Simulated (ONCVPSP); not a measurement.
# oxygen: excitation energies, all-electron against ONCV

* Element: O
* Generator: ONCVPSP 4.0.1
* Type: optimised norm-conserving Vanderbilt (ONCV)
* Functional: LDA (Perdew-Wang 92)
* Relativity: scalar-relativistic
* Frozen core: [He]
* Valence charge: 6
* Reference configuration: 2s2 2p2 (charge +2)
* Partial waves: 2s: rc 0.95 bohr, ncon 3, nbas 6, qcut 7.6 1/bohr, 2 projectors, debl 2.8 Ha; 2p: rc 1.70 bohr, ncon 4, nbas 7, qcut 7.9 1/bohr, 2 projectors, debl 0.4 Ha; d scattering state at 0.03 Ha: rc 1.65 bohr, ncon 4, nbas 8, qcut 5.5 1/bohr, 2 projectors, debl 1.9 Ha
* Local potential: polynomial inside 0.95 bohr (lpopt 5, dvloc0 0 Ha)
* Core correction: Teter function, fcfact 1.75, rcfact 1.7

In the p channel the program set the typed energies aside and used -1.593, 0.250 Ha.

Energies are relative to the spin-unpolarised reference configuration 2s2 2p2; without spin polarisation the order of configurations can differ from experiment.

Task: Give the all-electron excitation energy and the error of the potential for: 2s2 2p4; 2s2 2p3; 2s2 2p1; 2s0 2p6.

Result:

| valence configuration | charge | ΔE all-electron (eV) | error AE − PS (meV) |
| --- | --- | --- | --- |
| 2s2 2p4 | 0 | -50.297 | +457 |
| 2s2 2p3 | +1 | -33.713 | +184 |
| 2s2 2p1 | +3 | 53.971 | +373 |
| 2s0 2p6 | 0 | -21.067 | +1254 |

Levels in the configuration 2s0 2p6:

```
level  all-electron (eV)  pseudo (eV)
   2p             -9.973      -10.229
```
